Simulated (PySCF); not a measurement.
# Structure revision by computed shifts

A compound C$_{5}$H$_{7}$F$_{3}$OSi gives the data below (simulated from a calculation) and was assigned the structure `CC(=O)/C([SiH3])=C\C(F)(F)F`.

$^{13}$C{$^{1}$H} NMR (computed): δ 201.8 (CH), 161.9 (C), 148.1 (CH), 130.7 (C), -2.7 (CH3).

$^{1}$H NMR (400 MHz, computed): δ 10.69 (s, 1H), 7.13 (m, 1H), 4.31 (q, 2H), 0.52 (t, 3H).

All values are calculated (PySCF 2.14): NMR shieldings at PBE0/pcSseg-1/GIAO, geometry from GFN2-xTB. One averaged value for each set of equivalent atoms, relativity neglected, one conformer, no solvent model.

Scale: $^{1}$H and $^{13}$C against TMS (reference shieldings calculated alike).

Q: Compare with the shifts computed for the proposed structure, pairing carbons in order of shift.

A: Atoms are numbered as in `[CH3:1][C:2](=[O:3])/[C:4]([SiH3:5])=[CH:6]\[C:7]([F:8])([F:9])[F:10]` (H(Xn): hydrogen on atom n).

| atom | computed for proposal | given list | difference |
| --- | --- | --- | --- |
| C2 | 210.2 | 201.8 | +8.4 |
| C4 | 163.2 | 161.9 | +1.3 |
| C6 | 133.7 | 148.1 | -14.4 |
| C7 | 131.0 | 130.7 | +0.3 |
| C1 | 32.9 | -2.7 | +35.6 |

The rms difference is 17.6 ppm and the largest +35.6 ppm at C1 (methyl carbon α to a carbonyl). The carbon types in order of shift don't match either: C, C, CH, C, CH3 for the proposal against CH, C, CH, C, CH3 in the data. The proposal doesn't fit.

Q: Which isomer fits?

A: SMILES C[SiH2]/C(C=O)=C/C(F)(F)F.

Carbon types of the structure: 2 × C, 2 × CH, 1 × CH3, leaving 2 H on heteroatoms. δC 161.9: α carbon of a C=C–C=O unit; an sp2 carbon of a C=C bond. δC 148.1: β carbon of a C=C–C=O unit; conjugation with the carbonyl draws π density from the β position. δC 130.7: CF3 carbon; 3 electronegative neighbours deshield it. δH 10.69: hydrogen on an aldehyde carbonyl carbon; the C=O anisotropy and electron withdrawal place aldehyde protons far downfield.

The data come from this structure; uniqueness wasn't tested.

Splittings by $^{19}$F in the carbon and heteronuclear signals aren't shown, as no couplings were computed. Shifts are as computed. Against solution values, carbons near 30 ppm lie about +3 ppm off and those near 130 ppm about +5 ppm. Of 1211 compounds with measured shifts, 218 miss one by over three times the rms of a fit or turn the order of signals round; such compounds aren't used in these exercises. Multiplicities follow the n + 1 count of equivalent neighbours, as no J values were calculated; m marks all less simple cases, F and P coupling included.
